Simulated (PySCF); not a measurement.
## Er(NO2)3: from a saddle point downhill

PySCF 2.14.0, RKS B3LYP, Er lcecp-1-SVP with ECP57, O def2-SVP, N def2-SVP; non-relativistic Hamiltonian with scalar-relativistic core potentials where named; density fitting; no spin-orbit coupling. Relaxed within the symmetry of its start, the geometry (D3h) is

```xyz
10

Er    0.0000    0.0000    0.0000
O     2.0758    0.0000    1.0491
O     2.0758    0.0000   -1.0491
N     2.7813    0.0000    0.0000
O    -1.0379    1.7977    1.0491
O    -1.0379    1.7977   -1.0491
N    -1.3907    2.4087    0.0000
O    -1.0379   -1.7977    1.0491
O    -1.0379   -1.7977   -1.0491
N    -1.3907   -2.4087    0.0000
```

and its lowest harmonic modes are -54, -16, -16, 49, 66, 66 cm⁻¹ (negative: unstable). It was moved along the lowest mode and relaxed again, within the group D3 that the move left.

**Question.** Where does it end, and how much lower?

**Answer.** In D3, 0.001 eV lower, after 8 steps:
```xyz
10

Er    0.0000    0.0000    0.0000
O     2.0760    0.1405    1.0394
O     2.0760   -0.1405   -1.0394
N     2.7817    0.0000    0.0000
O    -1.1597    1.7276    1.0394
O    -0.9163    1.8681   -1.0394
N    -1.3908    2.4090    0.0000
O    -0.9163   -1.8681    1.0394
O    -1.1597   -1.7276   -1.0394
N    -1.3908   -2.4090    0.0000
```

**Question.** How do the contacts change?

**Answer.** 
```json
{"contact": "Er1–O2 (NO2)", "saddle (Å)": "2.326", "end (Å)": "2.326"}
{"contact": "Er1–O5 (NO2)", "saddle (Å)": "2.326", "end (Å)": "2.326"}
{"contact": "Er1–O8 (NO2)", "saddle (Å)": "2.326", "end (Å)": "2.326"}
{"contact": "Er1–O9 (NO2)", "saddle (Å)": "2.326", "end (Å)": "2.326"}
```


**Question.** Is the end a minimum?

**Answer.** Yes; lowest modes 52, 57, 57, 60, 70, 70 cm⁻¹.

An lcecp potential fixes the number of 4f electrons, so in runs with it no electron can move into or out of that shell.

State: singlet in the valence, with the 4f electrons in the core potential.
